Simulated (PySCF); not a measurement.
# KO₂: breathing scan

Method: UPBE/[K def2-TZVP, O def2-TZVP], no relativity, density fitting, PySCF.

Rigid scan from the quartet minimum (K–O 2.465 Å (×2); O–K–O 180.0°). Coordinate: all bonds to the central atom scaled together. Energies in kJ/mol from the minimum.

```
scale of all bonds to the centre  E (kJ/mol)  ⟨S²⟩
                            0.88        39.3  3.76
                            0.92        15.1  3.76
                            0.96         3.3  3.76
                            1.00         0.0  3.76
                            1.04         2.5  3.76
                            1.08         8.9  3.76
                            1.14        23.0  3.76
                            1.22        45.8  3.77
                            1.35        84.5  3.77
```

Other isomers or separated fragments may lie lower.
